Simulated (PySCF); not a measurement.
Structure problem from calculated spectra and properties.

Formula: CH7ClSi2.

| Quantity | Value |
| --- | --- |
| Dipole | 1.54 D [wB97X-D/def2-SVPD] |
| Polarisability | 81.9 au [wB97X-D/def2-SVPD] |
| Triplet | lowest triplet excitation (Tamm–Dancoff): 5.72 eV [TDA wB97X-D/def2-SVPD] |
| UV, strongest line | among the 10 lowest singlet transitions: S8 at 8.48 eV (146 nm, f = 0.101) [TDDFT wB97X-D/def2-SVPD] |
| XPS | Si2p3/2 107.1 (×2), Cl2p3/2 205.9, C1s 291.5, Si1s 1846.8 (×2), Cl1s 2828.5 eV [ΔSCF SCAN, pcX-2 on the ionised atom, pcseg-1 elsewhere, spin-free X2C, 2p3/2 from a spin–orbit splitting computed afterwards within the 2p shell] |
| Rotational structure | rotational constants A, B, C: 3.107, 2.772, 1.575 GHz [PBE0-D3(BJ)/def2-SVP] |
| Valence photoelectron | vertical ionisation energy: 10.28 eV [ΔSCF wB97X-D/def2-SVPD] |
| UV, first state | lowest singlet excitation: 6.38 eV (194 nm, f = 0.009) [TDDFT wB97X-D/def2-SVPD] |

The electronic properties come from PySCF, for the isolated species, density fitting. Levels stand in brackets. Isolated species at its PBE0-D3(BJ)/def2-SVP geometry, gas phase.

Question: What is the compound? Reason from the data.

Answer: Numbering: `[SiH3:1][CH:2]([SiH3:3])[Cl:4]`. Its formula, CH7ClSi2, gives 0 degrees of unsaturation, so no ring and no π bond. The core levels belong to: Si2p3/2 107.1 eV, SiH3 silicon [Si1/Si3]; Cl2p3/2 205.9 eV, alkyl chlorine [Cl4]; C1s 291.5 eV, sp3 C–Cl carbon [C2]; Si1s 1846.8 eV, SiH3 silicon [Si1/Si3]; Cl1s 2828.5 eV, alkyl chlorine [Cl4]. The first electron is taken from the HOMO, whose largest Löwdin shares are 0.53 on the alkyl chlorine, 0.22 on the sp3 C–Cl carbon and 0.09 on each of 2 atoms of one kind (SiH3 silicon). The optimised geometry has point group Cs and is an asymmetric top. Structure: `[SiH3]C([SiH3])Cl`. Computed isomers that give other values at the same levels: `[SiH3][SiH2]CCl` (core binding energies: Si2p3/2 106.7, Si2p3/2 106.7, Cl2p3/2 205.9, C1s 291.9, Si1s 1846.4, Si1s 1846.4, Cl1s 2828.5 eV); `[SiH3]C[SiH2]Cl` (rotational constant A: 13.549 GHz; this holds for the one conformer computed); `C[SiH2][SiH2]Cl` (rotational constant A: 9.178 GHz; this holds for the one conformer computed). The assignments are read from this structure; whether some other isomer fits the data as well wasn't checked.
